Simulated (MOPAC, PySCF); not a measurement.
H₄OSSi, SMILES `O[SiH2]S` (H–O–Si–S torsion 52°, O–Si–S–H torsion 65°), neutral singlet in the gas phase. 

Cartesian coordinates (Å):
```xyz
7

O     -0.6440     0.9785     0.9297
Si    -0.2933    -0.4273     0.1576
S      1.0151    -0.1807    -1.5089
H     -0.9680     1.7053     0.3946
H     -1.4911    -1.0582    -0.4512
H      0.3102    -1.2819     1.2013
H      2.0587     0.2283    -0.7668
```
Charge 0, spin multiplicity 1.

All levels are single points at this geometry (PBE0-D4/def2-TZVP); Pople sets use spherical d functions. Orbital energies aren't observables, and empty levels follow the basis.

BP86/6-31G* in PySCF gives dipole (D) = 1.03.

**Question.** Estimate the dipole (D) from each of these levels: PBE-D3(BJ)/def2-TZVP in PySCF; PBE0-D4/def2-TZVP in PySCF; AM1 in MOPAC; PM6 in MOPAC; PM7 in MOPAC.

**Answer.** 
| level | dipole (D) |
|---|---|
| PBE-D3(BJ)/def2-TZVP in PySCF | 0.88 |
| PBE0-D4/def2-TZVP in PySCF | 0.85 |
| AM1 in MOPAC | 1.35 |
| PM6 in MOPAC | 1.13 |
| PM7 in MOPAC | 0.20 |
